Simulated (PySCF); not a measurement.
Method: TPSSh-D3(BJ)/def2-TZVP // B3LYP-D3(BJ)/def2-SVP (PySCF). All species are isolated molecules in the gas phase. One relaxed conformer stands for a flexible species; it need not be the lowest. Excitations are Tamm–Dancoff values on a coarser integration grid. The basis has no diffuse functions, so Rydberg states are missing or too high.

Reference species (SMILES): `[CH3][Sn]([CH3])([CH3])[CH3]` (neutral, multiplicity 1).

```yaml
HOMO–LUMO gap: 7.25 eV
S1 excitation (TDA): 6.96 eV
```

Changed species: `[CH3][Sn]([CH3])([CH2]C)[CH3]` (C–C–Sn–C torsion 60°) (1 of 4 CH3 replaced by C2H5; the reference has 0 of 4 CH3 replaced by C2H5).

**Question.** Give the shifts of the HOMO–LUMO gap and S1 excitation (TDA).

**Answer.** the HOMO–LUMO gap drops by 0.45 eV, to 6.80 eV; the S1 excitation (TDA) falls by 0.47 eV, to 6.49 eV.
